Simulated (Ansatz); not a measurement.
`[NH2][Al]([OH])[OH]` at its PBE0-D4/def2-TZVP geometry, where that method's forces vanish. Charge 0, multiplicity 1.

```xyz
8

N    -0.9807   -0.5859    0.9153
Al    0.2395    0.1567   -0.1123
O     0.2804   -0.0217   -1.7973
O     1.4296    1.0970    0.6372
H    -1.7407   -1.1658    0.6046
H    -1.0042   -0.4793    1.9158
H    -0.3464   -0.5307   -2.3058
H     2.1225    1.5298    0.1426
```

Task: What forces (eV/Å) does PBE-D4/def2-TZVPP give on these atoms in the Gaussian-basis code of Ansatz? (Estimate.)

Result: Computed: 
```
N1   0.084  0.055 -0.038
Al2 -0.097 -0.067  0.017
O3   0.310  0.200 -0.173
O4  -0.040  0.024  0.422
H5  -0.261 -0.198 -0.095
H6  -0.030  0.021  0.346
H7  -0.300 -0.245 -0.256
H8   0.334  0.210 -0.223
```
